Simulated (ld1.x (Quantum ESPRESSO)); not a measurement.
## Cutoff test, selenium (Se), TM

- Element: Se
- Generator: ld1.x (Quantum ESPRESSO) 7.5
- Type: norm-conserving Troullier–Martins (Kleinman–Bylander form)
- Functional: PBE
- Relativity: scalar-relativistic
- Frozen core: [Ar]
- Valence charge: 16
- Reference configuration: 3d10 4s2 4p4
- Partial waves: 4s (bound): rc 1.20 bohr; 4p (bound): rc 1.90 bohr; 3d (bound): rc 0.95 bohr
- Local potential: the d channel
- Core correction: a·sin(br)/r model core inside 0.45 bohr

The pseudo-atom Hamiltonian at the reference potential is diagonalised in spherical Bessel functions j_l(qr) that vanish at 20 bohr, with q² up to the cutoff. All-electron valence levels (Ry): 4s -1.2706, 4p -0.4786, 3d -3.9046.

Q: How do the lowest levels (Ry) of each channel move with the cutoff, and are there ghosts?

A:

| cutoff (Ry) | s #1 | s #2 | s #3 | p #1 | p #2 | p #3 | d #1 | f #1 | Σ f·Δε (mRy) |
| --- | --- | --- | --- | --- | --- | --- | --- | --- | --- |
| 8 | -1.1465 | -0.0278 | 0.0701 | -0.4731 | 0.0285 | 0.1168 | 0.0647 | 0.1158 | 39959.1 |
| 15 | -1.4019 | -0.0379 | 0.0649 | -0.4753 | 0.0284 | 0.1167 | 0.0623 | 0.1158 | 39940.5 |
| 25 | -7.8317 | -1.1187 | -0.0300 | -0.4783 | 0.0284 | 0.1166 | 0.0532 | 0.1158 | 39878.7 |
| 35 | -16.7879 | -1.2263 | -0.0332 | -0.4795 | 0.0282 | 0.1159 | 0.0092 | 0.1158 | 39226.5 |
| 50 | -25.6456 | -1.2640 | -0.0344 | -5.0648 | -0.4785 | 0.0284 | -0.1920 | 0.1158 | 37134.9 |
| 70 | -30.2958 | -1.2670 | -0.0345 | -10.5000 | -0.4786 | 0.0284 | -0.7060 | 0.1158 | 31988.8 |
| 100 | -32.9640 | -1.2691 | -0.0349 | -15.3683 | -0.4786 | 0.0284 | -1.8976 | 0.1158 | 20068.7 |
| 140 | -34.4204 | -1.2699 | -0.0352 | -17.7424 | -0.4786 | 0.0284 | -3.2385 | 0.1158 | 6658.6 |
| 180 | -34.7923 | -1.2704 | -0.0352 | -18.5039 | -0.4786 | 0.0284 | -3.7464 | 0.1158 | 1578.4 |
| 260 | -34.8283 | -1.2705 | -0.0353 | -18.6889 | -0.4786 | 0.0284 | -3.9014 | 0.1158 | 27.7 |
| 400 | -34.8338 | -1.2706 | -0.0353 | -18.6921 | -0.4786 | 0.0284 | -3.9042 | 0.1158 | 0.0 |

Result: ghost states, extra bound levels that the all-electron valence spectrum of the same l lacks: s at -473.9 eV, p at -254.3 eV (a true bound ghost makes a file unfit for plane-wave use); 10 mRy is reached at 300 Ry and 1 mRy at over 300 Ry.

Its largest configuration-test error is -536 meV.
